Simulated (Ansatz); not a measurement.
Reactions of `B[SiH](C)B[SiH3]`.

Isolated molecules relaxed with PBE0-D4/def2-TZVP in Ansatz; ΔE leaves out vibrations. CBS: MP2 limit from def2 TZ/QZ plus the TZ coupled-cluster correction, frozen cores. This one scheme is used for every species. For Se outer-core shells are correlated without core-valence functions, which leaves a few kJ/mol of doubt a bond. Scalar relativity is left out up to krypton. One conformer a species, not always the lowest.

**Question.** Order these by ΔE at CCSD(T)/CBS, lowest first. (Estimate.)
A. `B[SiH](C)B[SiH3]` + `Cl[SiH2][SeH]` → `B[Se][SiH2]Cl` + `C[SiH2]B[SiH3]`
B. `B[SiH](C)B[SiH3]` + `[SiH3]Cl` → `[SiH3]B[SiH2]Cl` + `B[SiH2]C`
C. `B[SiH](C)B[SiH3]` + ethylmethylamine → `BN(C)CC` + `C[SiH2]B[SiH3]`
D. `B[SiH](C)B[SiH3]` + `C[SiH2]O` → `C[SiH2]OB[SiH3]` + `B[SiH2]C`
E. `B[SiH](C)B[SiH3]` + `NCS` → `BSCN` + `C[SiH2]B[SiH3]`

**Answer.** C (-41.4 kcal/mol), D (-33.8 kcal/mol), E (-29.5 kcal/mol), A (-26.2 kcal/mol), B (+1.6 kcal/mol).

Largest T1 diagnostic: 0.015, for `B[SiH](C)B[SiH3]`.
